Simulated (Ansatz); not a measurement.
Relaxation of CH$_{8}$GeSSi (12 atoms, charge 0, multiplicity 1), to a largest force component of 0.02 eV/Å in at most 50 steps.

Method: RKS PBE0-D4/def2-SVP (Ansatz).

```xyz
12
Properties=species:S:1:pos:R:3:forces:R:3
C -1.522 1.320 -0.205 -1.66 1.53 -0.99
S -0.469 1.505 1.219 -0.47 1.20 -0.82
Ge 0.165 -0.613 1.101 1.39 -1.06 1.43
Si 1.655 -0.904 -0.719 -1.81 -0.06 -0.43
H -0.984 1.099 -1.142 0.79 0.61 0.26
H -2.075 2.354 -0.384 0.66 -2.25 0.55
H -0.797 2.645 1.924 0.68 -0.34 0.45
H -0.997 -1.529 0.989 -0.94 -0.35 0.12
H 0.987 -0.951 2.445 -0.50 0.38 -0.62
H 2.730 0.000 -0.591 1.38 1.04 0.09
H 0.823 -0.630 -1.928 0.19 -0.01 -0.11
H 2.078 -2.297 -0.727 0.27 -0.70 0.07
```

Task: Where does it end, and by what steps?

Result: It converged. After 38 steps the energy has fallen by 3.902 eV; H6 moved furthest, 2.28 Å. Parted: Ge3–Si4. Joined: C1–Si4.

```tsv
step	energy less start (eV)	largest force component (eV/Å)	accepted
0	0.0000	2.251	yes
2	-1.2441	0.995	yes
4	-1.8573	1.071	yes
6	-2.2335	0.796	yes
8	-2.4817	0.312	yes
10	-2.5695	0.404	yes
12	-2.5881	0.308	yes
14	-2.6103	0.100	yes
16	-2.6131	0.040	yes
18	-2.6153	0.080	yes
20	-2.6191	0.147	yes
22	-2.6418	0.216	yes
24	-2.7023	0.351	yes
26	-2.8216	1.988	yes
28	-3.1468	0.697	yes
30	-3.5907	0.685	yes
32	-3.8421	0.607	yes
34	-3.8897	0.139	yes
36	-3.8960	0.111	yes
38	-3.9020	0.016	yes
```

```xyz
12
Properties=species:S:1:pos:R:3
C -0.390 0.813 -0.550
S 0.106 1.263 1.136
Ge 0.474 -0.984 2.166
Si 0.971 -0.179 -1.455
H -0.596 1.739 -1.108
H -1.311 0.211 -0.512
H -1.101 1.677 1.593
H -1.109 -1.125 2.321
H 0.626 -0.195 3.540
H 2.312 0.286 -0.998
H 0.800 0.135 -2.907
H 0.812 -1.642 -1.241
```

Whether the end is a true minimum wasn't checked by a vibrational analysis.

The run took 3 min on 2 threads of Intel(R) Xeon(R) Platinum 8259CL CPU @ 2.50GHz (Skylake/Cascade Lake), with other jobs on the host, peak memory 0.34 GiB.
